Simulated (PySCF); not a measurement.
Sn(Me)2(Cl)2 (C2H6Cl2Sn), SMILES [CH3][Sn]([CH3])([Cl])[Cl]. Heavy atoms are numbered as in [CH3:1][Sn:2]([CH3:3])([Cl:4])[Cl:5]. Hydrogens are named by the atom that carries them.

The structure is a stationary point at B3LYP-D3(BJ)/def2-SVP. The isomer is the one that the SMILES or the coordinates give; other isomers of the formula were not compared. The def2 effective core potentials stand for the cores of Sn; spin–orbit coupling is left out.

Calculation: PBE/def2-TZVP in PySCF.

Atomic charges (e), one atom of each kind:

```json
[
 {"atom": "C1 (CH3)", "Mulliken": "-0.60", "Löwdin": "-0.50"},
 {"atom": "Sn2", "Mulliken": "0.98", "Löwdin": "0.19"},
 {"atom": "Cl4", "Mulliken": "-0.36", "Löwdin": "0.01"},
 {"atom": "H on C1", "Mulliken": "0.15", "Löwdin": "0.13"}
]
```
